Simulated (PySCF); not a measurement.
Two-photon absorption: 3,3-dimethyl-2-pentanone (CCC(C)(C)C(C)=O, C₇H₁₄O)

Molfile (atoms numbered from 1):
```
C7H14O
     RDKit          3D

 22 21  0  0  0  0  0  0  0  0999 V2000
   -1.7774   -1.3352    0.0866 C   0  0  0  0  0  0  0  0  0  0  0  0
   -1.0792   -0.2112   -0.6623 C   0  0  0  0  0  0  0  0  0  0  0  0
   -0.0373    0.5916    0.1510 C   0  0  0  0  0  0  0  0  0  0  0  0
   -0.6984    1.3059    1.3262 C   0  0  0  0  0  0  0  0  0  0  0  0
    0.6225    1.6200   -0.7746 C   0  0  0  0  0  0  0  0  0  0  0  0
    1.0202   -0.3834    0.6885 C   0  0  0  0  0  0  0  0  0  0  0  0
    1.9642   -1.0278   -0.3009 C   0  0  0  0  0  0  0  0  0  0  0  0
    1.1045   -0.6344    1.8674 O   0  0  0  0  0  0  0  0  0  0  0  0
   -1.0635   -2.0845    0.4634 H   0  0  0  0  0  0  0  0  0  0  0  0
   -2.3426   -0.9605    0.9525 H   0  0  0  0  0  0  0  0  0  0  0  0
   -2.4887   -1.8567   -0.5711 H   0  0  0  0  0  0  0  0  0  0  0  0
   -0.5925   -0.6169   -1.5655 H   0  0  0  0  0  0  0  0  0  0  0  0
   -1.8272    0.5114   -1.0322 H   0  0  0  0  0  0  0  0  0  0  0  0
   -1.5196    1.9468    0.9696 H   0  0  0  0  0  0  0  0  0  0  0  0
   -1.0942    0.5933    2.0609 H   0  0  0  0  0  0  0  0  0  0  0  0
    0.0285    1.9385    1.8562 H   0  0  0  0  0  0  0  0  0  0  0  0
    1.4239    2.1708   -0.2576 H   0  0  0  0  0  0  0  0  0  0  0  0
   -0.1261    2.3561   -1.1068 H   0  0  0  0  0  0  0  0  0  0  0  0
    1.0499    1.1553   -1.6758 H   0  0  0  0  0  0  0  0  0  0  0  0
    1.4629   -1.3284   -1.2318 H   0  0  0  0  0  0  0  0  0  0  0  0
    2.7505   -0.3060   -0.5740 H   0  0  0  0  0  0  0  0  0  0  0  0
    2.4396   -1.8952    0.1733 H   0  0  0  0  0  0  0  0  0  0  0  0
  1  2  1  0
  2  3  1  0
  3  4  1  0
  3  5  1  0
  3  6  1  0
  6  7  1  0
  6  8  2  0
  1  9  1  0
  1 10  1  0
  1 11  1  0
  2 12  1  0
  2 13  1  0
  4 14  1  0
  4 15  1  0
  4 16  1  0
  5 17  1  0
  5 18  1  0
  5 19  1  0
  7 20  1  0
  7 21  1  0
  7 22  1  0
M  END
```

The calculation used TDDFT CAM-B3LYP/aug-cc-pVDZ excited states, vertical, gas phase (PySCF 2.14.0). Geometry: PBE0-D3(BJ)/def2-SVP.

Problem. Give the one- and two-photon strengths of the lowest singlets.

Solution. δ for parallel linear polarisation; σ at the peak of a Lorentzian of half width 0.1 eV, single beam; Ω is circular over linear.
```csv
state,E (eV),f,photon λ (nm),δ (au),σ (GM),Ω,main
S1,4.40,0.000,564,0.13,0.00,1.09,"HOMO→LUMO+3 0.76, HOMO→LUMO+8 0.15"
S2,6.43,0.014,385,206,3.13,0.20,"HOMO→LUMO 0.73, HOMO→LUMO+4 0.08"
S3,7.07,0.030,351,19.1,0.35,1.34,HOMO→LUMO+2 0.82
S4,7.11,0.024,349,30.9,0.57,1.49,HOMO→LUMO+1 0.81
S5,7.14,0.018,347,84.8,1.59,0.38,"HOMO→LUMO+4 0.64, HOMO→LUMO 0.14"
S6,7.68,0.004,323,355,7.68,0.55,HOMO→LUMO+6 0.73
```

Among these, the strongest one-photon state is S3, the strongest two-photon state S6, with a dipole change of 4.6 D (relaxed, norm of the difference vector).
